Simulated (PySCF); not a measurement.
AlHBr₂, SMILES [Br][AlH][Br]. Atoms are numbered in the order given.

```xyz
4

Al     0.0000     0.0000    -0.9374
H      0.0000     0.0000    -2.5023
Br     0.0000    -1.9394     0.2098
Br     0.0000     1.9394     0.2098
```

Coordinates come from a B3LYP-D3(BJ)/def2-SVP optimisation.

Level of theory: r2SCAN/def2-TZVPD in PySCF.

Symmetry labels are those of the subgroup C2v that the program uses (full group C2v).

Computed valence orbital energies around the gap with their symmetry:
```csv
orbital,symmetry,energy (eV)
HOMO−7,B2,-20.06
HOMO−6,A1,-11.32
HOMO−5,B2,-9.38
HOMO−4,A1,-9.09
HOMO−3,B1,-8.38
HOMO−2,A2,-7.98
HOMO−1,A1,-7.89
HOMO,B2,-7.73
LUMO,B1,-2.13
LUMO+1,A1,-1.37
LUMO+2,B2,0.20
LUMO+3,A1,0.52
```
